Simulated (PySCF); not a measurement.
A structure optimised at PBE-D3(BJ)/def2-SVP, used in a PySCF frequency run:

```xyz
7

Si    -0.9315     0.3650     0.0000
F     -1.5407    -0.3759     1.3055
F     -1.5407    -0.3759    -1.3055
N      0.7614     0.1745     0.0000
C      1.9599    -0.0042     0.0000
O      3.1260    -0.1667     0.0000
H     -1.3251     1.7923     0.0000
```
Charge 0, spin multiplicity 1.

Q: Write its SMILES, formula and point group.

A: O=C=N[SiH](F)F, CHF2NOSi, Cs

Q: What are its rotational constants (standard atomic weights)?

A: 6.4889, 1.4861, 1.2902 GHz
